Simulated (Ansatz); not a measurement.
A structure relaxed at r2SCAN-D4/def2-SVP in Ansatz, charge 0, singlet:

```xyz
8

I     1.766   -2.529    0.370
I    -0.208    0.692   -3.026
I    -2.827   -0.549    1.126
I     1.273    2.388    1.528
K    -1.136   -2.131   -1.365
K     2.523    0.490   -1.004
K    -1.576    2.258   -0.331
K     0.186   -0.617    2.702
```

Give its formula, name or SMILES and point group.

(KI)4 cube (K4I4). Point group Td (tolerance 0.1 Å).

Summarise the bond lengths by kind (pairs closer than 1.2 times the sum of covalent radii, bridged metal pairs left out).

12 × I–K 3.40 Å.

In the def2 sets I takes a core potential; there is no spin–orbit coupling.
